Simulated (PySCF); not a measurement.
# Excitation energy of Ga by level of theory

Ga [Ar] 3d10 4s2 4p1 (2P) → Ga [Ar] 3d10 4s1 4p2 (4P), as a difference of total energies. Calculation: PySCF 2.14, in aug-cc-pVTZ-PP with one added diffuse shell each of s, d, f type with ECP10MDF (7s5p5d3f, 68 functions); scalar relativity through the core potential. Correlated levels: valence: 3s2 3p6 3d10 frozen. The calculations carry no spin-orbit coupling.

```tsv
method	excitation energy (eV)
UHF	3.292
MP2 (valence)	4.002
SCS-MP2 (valence)	4.280
CCSD (valence)	4.239
CCSD(T) (valence)	4.261
```

Question: How much does correlation contribute at CCSD(T) (valence)?

Answer: 4.261 − (3.292) = 0.969 eV, measured against UHF.
